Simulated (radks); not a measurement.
The numbers below are computed, except where a source is named.
Ionisation of the tantalum ion Ta3+, [Xe] 4f14 5d2, to Ta4+, [Xe] 4f14 5d1, under several functionals. Scalar-relativistic Kohn-Sham, spin-polarised, spherical densities, finite nucleus; open shells are filled with parallel spins first (spin-orbit coupling, left out, can overturn this in heavy ions); a radial shooting solver on a logarithmic mesh with Libxc functionals.

| functional | E(Ta3+) (hartree) | Exc (hartree) | IE (eV) | -e(HOMO) (eV) | <r> HOMO (bohr) | IE error (eV) |
|---|---|---|---|---|---|---|
| AM05 | -15591.7331 | -305.5074 | 35.633 | 29.858 | 1.830 | +0.633 |
| revPBE | -15600.9418 | -314.7079 | 35.549 | 29.777 | 1.834 | +0.549 |
| Wu-Cohen GGA | -15599.4647 | -313.2225 | 35.675 | 29.902 | 1.833 | +0.675 |
| SCAN | -15602.9259 | -315.6584 | 35.552 | 29.827 | 1.830 | +0.552 |
| PBEsol | -15595.9385 | -309.6959 | 35.657 | 29.883 | 1.832 | +0.657 |
| r2SCAN | -15602.2744 | -314.9169 | 35.495 | 29.793 | 1.820 | +0.495 |

NIST Atomic Spectra Database: 35 eV (theoretical). Closest: r2SCAN. The Delta-SCF values span 0.18 eV, the total energies 11.19 hartree. The highest occupied level is 5d. Open shells are spherical and high-spin; term and fine-structure splittings are not resolved. Spin-orbit splitting is averaged out at the scalar-relativistic level.
